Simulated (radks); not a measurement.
The osmium anion Os- inside a hard spherical wall (all orbitals vanish at R), configuration held at [Xe] 4f14 5d7 6s2 and not refilled when levels cross. Calculated with a radial shooting solver on a logarithmic mesh with Libxc functionals: scalar-relativistic Kohn-Sham, PBE, spin-unpolarised, spherical densities, finite nucleus; Fermi nuclear charge, rms radius 5.4126 fm. Eigenvalues in eV, with the zero of energy where the potential of the charges vanishes at infinity; a dash marks a level that is unbound or too diffuse for the functional's potential to be trusted. A positive occupied level is held by the wall or, in an anion where self-interaction has pushed it up, behind a barrier. The pressure on the wall is -dE/dV.

R (bohr),E (hartree),kinetic (hartree),e(4f),e(5p),e(6s),e(5d),"e(7s, empty)","e(6p, empty)",pressure (GPa)
20,-17250.8045,19112.199,-43.543,-42.528,0.209,1.412,2.269,2.365,< 0.0001
10,-17250.8010,19112.221,-43.222,-42.207,0.461,1.711,5.782,4.008,0.0584
8,-17250.7885,19112.289,-42.654,-41.642,0.929,2.230,9.107,5.078,0.472
7,-17250.7675,19112.395,-41.978,-40.977,1.500,2.830,12.402,6.138,1.54
5,-17250.5497,19113.342,-37.897,-37.084,5.267,6.315,29.649,12.047,25.6
4,-17249.9987,19115.461,-31.721,-31.474,12.024,11.557,55.336,21.729,146
3.5,-17249.2624,19118.137,-25.918,-26.434,19.587,16.657,81.010,32.158,401
2,-17230.9232,19181.875,34.477,25.994,148.11,81.202,402.08,187.75,25700
